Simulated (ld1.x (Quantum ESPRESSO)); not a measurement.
**fluorine (F): from the effect back to the setting (PAW)**

Base potential:

fluorine (F), PAW, made with ld1.x (Quantum ESPRESSO) 7.5 (LDA (PZ), scalar-relativistic). Core [He], reference 2s1.5 2p5.5. Waves: 2s (bound): rcut 0.75, rcutus 0.90 bohr; 2s channel at -1.7 Ry: rcut 0.75, rcutus 0.90 bohr; 2p (bound): rcut 1.45, rcutus 2.00 bohr; 2p channel at -0.55 Ry: rcut 1.45, rcutus 2.00 bohr; 3d channel at 0.25 Ry: rcut 1.30, rcutus 1.60 bohr; 3d channel at 1.35 Ry: rcut 1.30, rcutus 1.60 bohr. Local part: all-electron potential smoothed inside 0.85 bohr (lloc = -2). Core correction: Bessel-smoothed model core, default radius (core density twice the valence density). Augmentation charge: PSQ, inside the norm-conserving radii.

Cutoffs, loose and tight: the cutoffs (Ry, on a coarse ladder) from which the occupation-weighted sum of valence levels, in a spherical-Bessel basis at the reference potential, stays within 10 and 1 mRy of its value at 400 Ry. They do not see the model core or the augmentation charge, which bear on the density cutoff. Test errors are all-electron minus pseudo excitation energies from the reference, over the configurations 2s2 2p5; 2s2 2p4; 2s2 2p3; 2s1 2p6; 2s2 2p1; 2s2 2p5.3; 2s1 2p5 (two spin-polarised tests are not counted in the largest error); variants that change the core or the reference have their own tests.

A file whose overlap is not positive is unfit for use, and its test errors describe a broken file.

Only the scale of all radii but the core radius (base = 1) is moved (3 further runs of the sweep failed or gave no value and are left out):

| scale of all radii but the core radius (base = 1) | bound ghosts | largest test error (meV) | median size of the test errors |
| --- | --- | --- | --- |
| 0.76 | not determined (overlap not positive) | -71 | 2.5 meV |
| 0.86 | none | -223 | 7.2 meV |
| 0.94 | none | -390 | 14.6 meV |
| 1.12 | none | -1034 | 65.1 meV |

One more run gave bound ghosts: none; largest test error (meV): -848; median size of the test errors: 45.5 meV. Which value of the scale of all radii but the core radius (base = 1) was used?

1.05. The median size of the test errors moves one way along this sweep, from 2.5 meV at 0.76 to 65.1 meV at 1.12, which places the run between 0.94 and 1.12.
